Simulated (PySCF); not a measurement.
MoO₂ + H₂O → H₂MoO + O₂

Level: PBE0 in the def2-TZVP basis family, computed in PySCF with density fitting; scalar-relativistic core potentials for atoms from Rb on, none lighter, no spin–orbit coupling; open shells unrestricted.

```csv
species,state and structure,ZPE (kJ/mol),H(298 K) − H(0) (kJ/mol),S° (J/(mol K))
MoO₂,"triplet, C2v, Mo–O 1.683 Å (×2); O–Mo–O 114.5°",13.9,11.2,276.1
H₂O,"singlet, C2v, O–H 0.960 Å (×2); H–O–H 105.1°",56.5,9.9,188.7
H₂MoO,"triplet, C2v, Mo–H 1.737 Å (×2), Mo–O 1.648 Å; H–Mo–H 125.4°, H–Mo–O 117.3° (×2)",37.6,12.1,269.4
O₂,"triplet, D∞h, O–O 1.193 Å",10.3,8.7,204.9
```

Problem. Is the gas-phase reaction uphill or downhill in electronic energy at this level, and by how much?

Solution. At PBE0/def2-TZVP, ΔE = 434.9 kJ/mol, uphill. 

Problem. Add zero-point, thermal and entropy terms for 298.15 K and 1 bar.

Solution. ΔZPE = -22.5 and Δ[H(298) − H(0)] = -0.3 kJ/mol give ΔH° = 412.1 kJ/mol. ΔS° = 9.5 J/(mol K), so ΔG° = 412.1 − 298.15 × (0.0095) = 409 kJ/mol.

Open d or f shells are single determinants, so the state found may not be the ground state. Only the bonding shown was studied: isomers, or loss of a ligand pair, can lie lower.
